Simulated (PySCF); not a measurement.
Energy of Sc (scandium, neutral) between two integer charges

The 4s beta orbital of [Ar] 3d1 4s2 is emptied in steps (occupation f), with all orbitals relaxed, ending at [Ar] 3d1 4s1. Calculation: PySCF 2.14, in x2c-TZVPall; scalar relativity by spin-free X2C-1e. The exact energy is a straight line in f; departures are measured from the line between the end points of the same method.

```
   f  BHandHLYP (eV)  r2SCAN0 (eV)
   1           0.000         0.000
0.75          -0.249        -0.283
 0.5          -0.339        -0.359
0.25          -0.261        -0.240
   0           0.000         0.000
```

**Question.** For r2SCAN0, how does the orbital energy at f = 1 compare with the removal energy?

**Answer.** −ε = 4.630 eV against a total-energy difference of 6.177 eV. By Janak's theorem ε = ∂E/∂f, so the gap between them reflects the curvature. Along the path −ε is 5.463 (f = 0.75), 6.276 (f = 0.5), 6.992 (f = 0.25) eV.

```json
{"method": "BHandHLYP", "E(f=0) − E(f=1) (eV)": "6.380", "−ε at f=1 (eV)": "5.077", "−ε at f=0.5 (eV)": "6.349"}
{"method": "r2SCAN0", "E(f=0) − E(f=1) (eV)": "6.177", "−ε at f=1 (eV)": "4.630", "−ε at f=0.5 (eV)": "6.276"}
```

As f goes to zero the orbital energy of a semilocal functional can turn back, because the density of that orbital vanishes from the exchange-correlation potential.

Reference removal energy between the ground levels: 6.561 eV (measured; NIST Atomic Spectra Database, ionization energies). The calculation has no spin-orbit coupling.
